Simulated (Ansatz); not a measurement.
Reaction (redistribution): `CO[Si]OC` + `N[SiH2]N` → `CO[Si]N` + `CO[SiH2]N`

Calculated with Ansatz (gas phase, PBE0-D4/def2-TZVP geometries, no zero-point term in ΔE). CBS: MP2 limit from def2 TZ/QZ plus the TZ coupled-cluster correction, frozen cores. This one scheme is used for every species. DFT in def2-TZVPP. Each species was taken in one conformer, which may not be the lowest.

`CO[Si]OC`:

```xyz
11

C    -1.641   -0.051    0.391
O    -1.097   -1.327    0.155
Si    0.366   -2.028   -0.101
O     1.488   -0.840   -0.262
C     1.549    0.562   -0.365
H    -1.863    0.452   -0.554
H    -2.574   -0.166    0.947
H    -0.964    0.579    0.975
H     2.452    0.834   -0.916
H     1.600    1.017    0.627
H     0.684    0.969   -0.896
```

`N[SiH2]N`:

```xyz
9

N     1.413    0.354   -0.094
Si   -0.202    0.229    0.459
N    -1.085   -0.726   -0.653
H     1.982   -0.462   -0.249
H     1.965    1.166    0.122
H    -0.625    1.651    0.621
H    -0.422   -0.464    1.763
H    -1.867   -1.277   -0.345
H    -1.159   -0.471   -1.624
```

`CO[Si]N`:

```xyz
9

C     1.486    0.827    0.179
O     0.414   -0.074    0.040
Si   -1.164    0.423   -0.105
N    -1.870   -1.124   -0.228
H     2.010    0.631    1.118
H     1.151    1.872    0.179
H     2.190    0.690   -0.646
H    -2.863   -1.252   -0.334
H    -1.356   -1.993   -0.204
```

`CO[SiH2]N`:

Z-matrix (Å, degrees):
```
C
O 1 1.406
H 1 1.096 2 111.5
H 1 1.097 2 111.6 3 121.4
H 1 1.092 2 108.5 3 -119.3
Si 2 1.645 1 122.7 3 -65.4
N 6 1.706 2 116.5 1 62.3
H 6 1.489 2 109.1 1 -56.3
H 6 1.479 2 103.1 1 -177.3
H 7 1.005 6 122.3 2 -93.4
H 7 1.006 6 123.2 2 68.6
```

| species | r2SCAN energy (Eh) |
| --- | --- |
| `CO[Si]OC` | -519.74989 |
| `N[SiH2]N` | -402.63425 |
| `CO[Si]N` | -460.58191 |
| `CO[SiH2]N` | -461.80999 |

Task: Work out ΔE.

Result: ΔE = (-460.58191) + (-461.80999) − (-519.74989) − (-402.63425) = -0.00776 Eh = -20.4 kJ/mol. CCSD(T)/CBS gives -19.2 kJ/mol.

Largest T1 diagnostic among the species: 0.014.
